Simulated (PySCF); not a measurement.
Isomers of C7H9BO2. The calculation used PBE0-D3(BJ)/def2-SVP geometry optimisation, gas phase in PySCF 2.14.0. Energies are electronic, without zero-point or thermal terms, for one conformer each. No frequencies were run at this level. Point groups hold within 0.08 Å.

Question: Rank from lowest to highest electronic energy at this level (kcal/mol).
A. `[CH3:1][c:2]1[cH:3][cH:4][cH:5][c:6]([B:7]([OH:8])[OH:9])[cH:10]1` with C6–B7–O8–H 2°, C6–B7–O9–H -179°
B. `CB(C)c1ccc(=O)oc1`
C. `[OH:1][B:2]([OH:3])[C:4]1=[CH:5][CH:6]=[CH:7][C:8]12[CH2:9][CH2:10]2` with H–O1–B2–O3 -179°, O1–B2–O3–H 0°
D. `[CH3:1][c:2]1[cH:3][cH:4][c:5]([B:6]([OH:7])[OH:8])[cH:9][cH:10]1` with C5–B6–O7–H 180°, C5–B6–O8–H -1°
E. `[CH2:1]=[CH:2][C:3](=[CH2:4])[C:5]1=[CH:6][CH:7]=[O+:8][BH2-:9][O:10]1` with C1–C2–C3–C4 160°, C2–C3–C5–C6 -31°, C5–C6–C7–O8 13°, C7–O8–B9–O10 -39°, O8–B9–O10–C5 39°, C3–C5–O10–B9 165°

Answer: D (0.0), A (0.3), C (37.6), B (77.5), E (94.9).

As drawn, the lowest has an O–H bond, which the highest lacks. Neighbours under 2.5 kcal/mol apart (Cc1ccc(B(O)O)cc1 and Cc1cccc(B(O)O)c1) can change places with a better method, another conformer or zero-point energy.

| SMILES | E (Eh) | E rel (kcal/mol) | dipole (D) | point group | A, B, C (MHz) |
| --- | --- | --- | --- | --- | --- |
| Cc1ccc(B(O)O)cc1 | -446.76574 | 0.0 | 1.36 | near Cs | 3628, 735.6, 614.0 |
| Cc1cccc(B(O)O)c1 | -446.76530 | 0.3 | 1.59 | C1 | 2519, 877.2, 654.4 |
| OB(O)C1=CC=CC12CC2 | -446.70582 | 37.6 | 0.25 | near Cs | 2013, 1255, 822.1 |
| CB(C)c1ccc(=O)oc1 | -446.64231 | 77.5 | 3.99 | Cs | 3247, 781.8, 635.0 |
| C=CC(=C)C1=CC=[O+][BH2-]O1 | -446.61449 | 94.9 | 4.93 | C1 | 2507, 1015, 760.5 |

Question: As an exercise, what shares would exp(−E/RT) give at 298.15 K from these electronic energies alone (no entropy, no degeneracies)?

Answer: RT = 0.592 kcal/mol: Cc1ccc(B(O)O)cc1 61.5 %, Cc1cccc(B(O)O)c1 38.5 %, OB(O)C1=CC=CC12CC2 under 0.1 %, CB(C)c1ccc(=O)oc1 under 0.1 %, C=CC(=C)C1=CC=[O+][BH2-]O1 under 0.1 %.
